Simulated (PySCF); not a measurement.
H₃S, charge +1. Atoms are numbered in the order given.

```xyz
4

S      0.0000     0.0000     0.1144
H     -0.9949    -0.5744    -0.6099
H      0.0000     1.1489    -0.6099
H      0.9949    -0.5744    -0.6099
```
Charge +1, spin multiplicity 1.

Geometry: B3LYP-D3(BJ)/def2-TZVPD. The isomer is the one that the SMILES or the coordinates give; other isomers of the formula were not compared.

The numbers are results of B3LYP/def2-TZVPD run with PySCF, not measurements.

Symmetry labels are those of the subgroup Cs that the program uses (full group C3v).

Problem. List the valence orbital energies around the gap with their symmetry. (The exact figures need the calculation; the answer reports its results.)

Solution. 
| orbital | symmetry | energy (eV) |
|---|---|---|
| HOMO−7 | A' | -225.83 |
| HOMO−6 | A' | -170.34 |
| HOMO−5 | A" | -170.34 |
| HOMO−4 | A' | -170.22 |
| HOMO−3 | A' | -29.84 |
| HOMO−2 | A" | -20.61 |
| HOMO−1 | A' | -20.61 |
| HOMO | A' | -17.94 |
| LUMO | A" | -7.44 |
| LUMO+1 | A' | -7.44 |
| LUMO+2 | A' | -6.48 |
| LUMO+3 | A' | -3.79 |
